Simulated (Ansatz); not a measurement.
System: sum formula ZrH3I (charge 0, singlet). SMILES: [ZrH3][I]
Coordinates optimised at B3LYP-D3(BJ)/def2-TZVP (Ansatz, an electronic-structure program):
```
Zr
H 1 1.8422
H 1 1.8422 2 109.59
H 1 1.8422 2 109.59 3 120.29
I 1 2.7037 2 109.35 3 -119.85
```

Quantity: atomisation energy (electronic, to ground-state atoms), in kJ/mol. Valence correlation only, unless marked. Open shells are spin-unrestricted. No spin-orbit coupling. The frozen core is the preceding noble-gas configuration, with the filled d and f shells of earlier blocks. In def2 rows, elements after Kr have scalar-relativistic effective core potentials. The coupled-cluster limit lacks core correlation, which all-electron functionals hold. CBS(X,Y): correlation extrapolated as X^-3; Hartree-Fock from the larger set.

```json
[
 {"level": "revPBE-D4/def2-TZVPD", "program": "Ansatz + dftd4", "atomisation energy (kJ/mol)": "1267.8"},
 {"level": "BHLYP/def2-TZVPD", "program": "Ansatz", "atomisation energy (kJ/mol)": "___"},
 {"level": "HSE06/def2-TZVPD", "program": "Ansatz", "atomisation energy (kJ/mol)": "1254.3"},
 {"level": "B2PLYP-D3(BJ)/def2-TZVPD", "program": "Ansatz + dftd3", "atomisation energy (kJ/mol)": "___"},
 {"level": "CCSD(T)/CBS(def2-TZVPP,def2-QZVPP)", "program": "Ansatz", "atomisation energy (kJ/mol)": "1269.4"}
]
```

**Question.** What belongs in the gaps?

**Answer.** 
- BHLYP/def2-TZVPD, atomisation energy (kJ/mol): 1221.4
- B2PLYP-D3(BJ)/def2-TZVPD, atomisation energy (kJ/mol): 1249.7
